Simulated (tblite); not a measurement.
Species: C₆H₁₁PSi.
Atom-mapped SMILES: `[CH2:1]=[CH:2][C:3]1=[C:4]([CH3:5])[P:6]1[CH2:7][SiH3:8]` (hydrogens: H9, H10 on C1; H11 on C2; H12, H13, H14 on C5; H15, H16 on C7; H17, H18, H19 on Si8)

Computed with GFN2-xTB (tblite), gas phase: L-BFGS steps from a force-field or distance-geometry start until the largest atomic force falls under 0.01 eV/Å.

Step 36: E = -614.7826 eV
```
atom  x, y, z in Å  |  force x, y, z in eV/Å
C1     -2.0779   -2.0518    1.4857   -0.021   0.007  -0.003
C2     -2.2091   -0.9002    0.8326    0.018   0.007  -0.002
C3     -1.1497    0.0434    0.7121    0.000   0.007   0.001
C4     -0.7146    1.1427    0.1206    0.037  -0.006   0.006
C5     -1.0752    2.2383   -0.7919   -0.016  -0.031   0.022
P6      0.5954    0.4047    1.1824   -0.105  -0.035  -0.025
C7      1.4944   -0.7344   -0.0127    0.029   0.087   0.012
Si8     3.0162    0.0383   -0.8608    0.019   0.035  -0.009
H9     -1.1508   -2.3089    1.9751   -0.050   0.027  -0.010
H10    -2.8814   -2.7655    1.5446    0.015  -0.016   0.018
H11    -3.1331   -0.6418    0.3231    0.026  -0.007   0.060
H12    -0.6444    2.0512   -1.7772    0.009   0.052   0.016
H13    -0.6999    3.1941   -0.4267    0.050  -0.047  -0.015
H14    -2.1601    2.2959   -0.8836    0.000   0.001  -0.051
H15     1.7933   -1.5940    0.5893    0.064  -0.024   0.005
H16     0.7745   -1.0891   -0.7497   -0.034  -0.035  -0.036
H17     4.1303   -0.9140   -0.8002   -0.027   0.022  -0.036
H18     2.6640    0.3117   -2.2618    0.030   0.007   0.056
H19     3.4185    1.2887   -0.2081   -0.045  -0.049  -0.012
```

Step 37: E = -614.7842 eV
```
atom  x, y, z in Å  |  force x, y, z in eV/Å
C1     -2.0802   -2.0523    1.4890   -0.018   0.017  -0.016
C2     -2.2128   -0.8995    0.8375    0.020   0.007  -0.013
C3     -1.1549    0.0461    0.7161    0.008  -0.021  -0.006
C4     -0.7169    1.1422    0.1206    0.002  -0.014   0.011
C5     -1.0747    2.2381   -0.7931    0.006  -0.041   0.023
P6      0.5916    0.4027    1.1827   -0.060  -0.039  -0.042
C7      1.4950   -0.7356   -0.0145    0.002   0.078   0.024
Si8     3.0162    0.0386   -0.8641    0.008   0.027   0.009
H9     -1.1525   -2.3077    1.9790   -0.067   0.024  -0.015
H10    -2.8824   -2.7688    1.5420    0.032  -0.002   0.028
H11    -3.1361   -0.6422    0.3261    0.021  -0.011   0.065
H12    -0.6390    2.0484   -1.7758    0.009   0.061   0.014
H13    -0.6940    3.1907   -0.4242    0.024  -0.043  -0.033
H14    -2.1596    2.2996   -0.8929    0.033  -0.001  -0.025
H15     1.7987   -1.5940    0.5882    0.046  -0.005  -0.008
H16     0.7734   -1.0931   -0.7498   -0.011  -0.030  -0.020
H17     4.1353   -0.9080   -0.8048   -0.037   0.013  -0.037
H18     2.6671    0.3190   -2.2637    0.021   0.002   0.045
H19     3.4160    1.2852   -0.2057   -0.038  -0.022  -0.002
```

Step 38: E = -614.7854 eV
```
atom  x, y, z in Å  |  force x, y, z in eV/Å
C1     -2.0823   -2.0526    1.4913   -0.014   0.015  -0.019
C2     -2.2150   -0.8991    0.8414    0.007   0.000  -0.017
C3     -1.1590    0.0478    0.7193    0.010  -0.040  -0.014
C4     -0.7192    1.1423    0.1217   -0.024  -0.019   0.004
C5     -1.0740    2.2375   -0.7936    0.021  -0.034   0.009
P6      0.5876    0.4001    1.1823    0.002  -0.031  -0.032
C7      1.4950   -0.7355   -0.0163   -0.020   0.035   0.019
Si8     3.0164    0.0395   -0.8660   -0.011   0.012   0.023
H9     -1.1555   -2.3070    1.9827   -0.054   0.019  -0.010
H10    -2.8826   -2.7715    1.5402    0.029   0.004   0.032
H11    -3.1375   -0.6428    0.3299   -0.003  -0.006   0.051
H12    -0.6339    2.0466   -1.7740    0.013   0.056   0.006
H13    -0.6892    3.1881   -0.4238    0.007  -0.032  -0.033
H14    -2.1582    2.3028   -0.9012    0.047  -0.005  -0.003
H15     1.8031   -1.5935    0.5869    0.027   0.022  -0.023
H16     0.7734   -1.0974   -0.7514    0.017  -0.014   0.005
H17     4.1386   -0.9031   -0.8095   -0.039   0.003  -0.036
H18     2.6691    0.3245   -2.2637    0.013   0.003   0.023
H19     3.4132    1.2826   -0.2036   -0.026   0.011   0.013
```

Question: Estimate the geometry and energy of step 39. (The exact step hangs on the optimiser's Hessian estimate; all steps are aligned on step 38, rigid shifts and turns removed.)

Answer: E = -614.7862 eV, largest force 0.052 eV/Å
```
atom  x, y, z in Å  |  force x, y, z in eV/Å
C1     -2.0841   -2.0527    1.4927   -0.011   0.006  -0.013
C2     -2.2156   -0.8987    0.8441   -0.009  -0.007  -0.016
C3     -1.1608    0.0484    0.7224    0.009  -0.043  -0.021
C4     -0.7206    1.1422    0.1241   -0.029  -0.020  -0.007
C5     -1.0719    2.2356   -0.7940    0.027  -0.020  -0.006
P6      0.5855    0.3977    1.1826    0.042  -0.016  -0.009
C7      1.4940   -0.7345   -0.0176   -0.026  -0.009   0.005
Si8     3.0155    0.0412   -0.8666   -0.025   0.003   0.027
H9     -1.1594   -2.3069    1.9864   -0.026   0.013  -0.001
H10    -2.8826   -2.7732    1.5388    0.012   0.002   0.031
H11    -3.1374   -0.6430    0.3330   -0.031   0.003   0.032
H12    -0.6283    2.0442   -1.7725    0.019   0.042  -0.002
H13    -0.6855    3.1858   -0.4257    0.001  -0.019  -0.021
H14    -2.1551    2.3035   -0.9078    0.041  -0.008   0.010
H15     1.8053   -1.5935    0.5842    0.014   0.040  -0.030
H16     0.7729   -1.0989   -0.7535    0.035  -0.001   0.025
H17     4.1391   -0.8992   -0.8139   -0.035  -0.006  -0.032
H18     2.6688    0.3293   -2.2627    0.007   0.006   0.004
H19     3.4102    1.2820   -0.2015   -0.017   0.034   0.025
```

The energy changes by -0.0008 eV. The first-order estimate −F·Δx gives -0.0011 eV and the mean of the old and new forces, exact on a quadratic surface, -0.0008 eV. The step makes an angle of 70° with the force vector and moves no atom by more than 0.007 Å.

What follows is the cost of the whole relaxation. The run took 1.9 s of wall time on one thread of an Arm Neoverse N1, no GPU, shared host.
